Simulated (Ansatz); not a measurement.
VN, triplet: CASSCF and its corrections

Calculated in Ansatz's Gaussian-basis code. Basis def2-SVP, nonrelativistic, 10 orbitals frozen in the corrections. State-specific CASSCF; RHF is the lowest restricted (open-shell) Hartree–Fock solution met. Letters tell apart solutions met in one space. Small basis; these aren't basis-limit values. No symmetry is imposed, so a solution can break that of the shape. No proof that the lowest CASSCF solution was found.

Geometry: bond length 2.3490 Å.

CASSCF less RHF, in eV, and natural occupations:

| CAS | CASSCF | occupations |
| --- | --- | --- |
| (8,9) a | -5.273 | 1.95, 1.19, 1.19, 1.00, 1.00, 0.81, 0.81, 0.05, 0.01 |
| (8,9) b | -2.637 | 1.99, 1.91, 1.48, 1.00, 1.00, 0.51, 0.04, 0.04, 0.04 |

(1) What totals less RHF do the corrections give on each solution?

(2) In CAS(8,9), is the solution lowest in CASSCF also lowest after SC-NEVPT2?

Results:

(1) 

```csv
CAS,SC-NEVPT2
"(8,9) a",-8.179
"(8,9) b",-5.759
```

(2) Yes: (8,9) a stays lowest, 2.42 eV under the next.
